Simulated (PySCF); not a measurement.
Atoms are numbered as in `[CH3:1][N:2]([CH3:3])[c:4]1[cH:5][cH:6][n:7][cH:8][cH:9]1`; H(Xn) means a hydrogen on atom n.

Geometry: PBE0-D3(BJ)/def2-SVP; GIAO shifts from PySCF 2.14.0 with density-fitted response routines, gas phase, non-relativistic, averaged over equivalent atoms.

At PBE0/pcSseg-1 (203 basis functions, 37 s wall time on 1 thread of an Arm Neoverse V1, shared host):
```
      atoms  δ (ppm)
      C6/C8    155.6
         C4    154.9
      C5/C9    109.2
      C1/C3     40.6
         N7    320.3
         N2     70.1
H(C6)/H(C8)     8.41
H(C5)/H(C9)     6.16
H(C1)/H(C3)     2.91
```

δ = σ(ref) − σ, references computed at the same level: 13C (σref 184.41) and 1H (σref 31.27) against TMS; 15N (σref 265.67) against NH3.

Question: Estimate the result of repeating the calculation with wB97X-D/pcSseg-1.

Answer: 
```json
{"atoms": "C6/C8", "δ at wB97X-D/pcSseg-1": "157.5", "change": "+1.9"}
{"atoms": "C4", "δ at wB97X-D/pcSseg-1": "158.0", "change": "+3.1"}
{"atoms": "C5/C9", "δ at wB97X-D/pcSseg-1": "109.6", "change": "+0.4"}
{"atoms": "C1/C3", "δ at wB97X-D/pcSseg-1": "41.0", "change": "+0.4"}
{"atoms": "N7", "δ at wB97X-D/pcSseg-1": "319.0", "change": "-1.3"}
{"atoms": "N2", "δ at wB97X-D/pcSseg-1": "64.3", "change": "-5.8"}
{"atoms": "H(C6)/H(C8)", "δ at wB97X-D/pcSseg-1": "8.42", "change": "+0.01"}
{"atoms": "H(C5)/H(C9)", "δ at wB97X-D/pcSseg-1": "6.17", "change": "+0.01"}
{"atoms": "H(C1)/H(C3)", "δ at wB97X-D/pcSseg-1": "2.89", "change": "-0.02"}
```

δ = σ(ref) − σ, references computed at the same level: 13C (184.54 ppm), 1H (31.38 ppm) vs TMS; 15N (263.98 ppm) vs NH3.

The largest change is at N2 (aniline-type nitrogen). Cost: 203 basis functions, 47 s wall time on 1 thread of an Arm Neoverse V1, shared host. The order of the carbon signals changes between the two levels.

Experimental scales use liquid or dissolved standards, which lie at an offset from isolated NH3 (liquid NH3: subtract about 20 ppm). Unscaled 15N shifts of sp2 nitrogen come out 20 to 40 ppm too high even then.
